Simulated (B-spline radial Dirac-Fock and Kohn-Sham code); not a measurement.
## Elastic and transport cross sections of tungsten for electrons

Level of theory: relativistic (Dirac) partial waves in the static field of the Dirac-Fock atom with Furness-McCarthy exchange, without polarisation or absorption potentials; a B-spline atomic structure program. Below a few hundred eV the neglected polarisation potential matters, most of all at small angles. σ_tr1 and σ_tr2 weight the cross section with 1 − P₁ and 1 − P₂ of cos θ; "backward" is the share scattered beyond 90°.

| energy (eV) | σ (a₀²) | σ_tr1 (a₀²) | σ_tr2 (a₀²) | σ/σ_tr1 | backward (%) |
| --- | --- | --- | --- | --- | --- |
| 50 | 47.0 | 15.0 | 23.4 | 3.13 | 13 |
| 60.8 | 46.0 | 11.4 | 19.6 | 4.05 | 9.2 |
| 64 | 45.6 | 10.5 | 18.6 | 4.34 | 8.2 |
| 71.5 | ? | ? | ? | ? | ? |
| 100 | 39.3 | 5.27 | 10.4 | 7.46 | 2.8 |
| 150 | 31.7 | 3.53 | 6.45 | 8.99 | 2.1 |
| 159 | 30.6 | 3.45 | 6.18 | 8.88 | 2.3 |
| 182 | 28.1 | 3.38 | 5.77 | 8.32 | 2.9 |
| 183 | 28.0 | 3.38 | 5.76 | 8.29 | 2.9 |
| 200 | 26.4 | 3.40 | 5.63 | 7.78 | 3.5 |
| 224 | 24.5 | 3.47 | 5.56 | 7.07 | 4.3 |
| 226 | 24.4 | 3.47 | 5.56 | 7.01 | 4.3 |
| 274 | 21.4 | 3.63 | 5.51 | 5.88 | 5.9 |
| 300 | 20.1 | 3.70 | 5.45 | 5.44 | 6.7 |

Problem. Fill in the row for 71.5 eV.

Solution. σ = 44.4 a₀², σ_tr1 = 8.84 a₀², σ_tr2 = 16.3 a₀², σ/σ_tr1 = 5.02, backward 6.4 %. The ratio σ/σ_tr1 is roughly the number of elastic collisions that randomise the direction.

Values without a named source are computed, but for edge energies of neutral atoms, which are taken from tables.
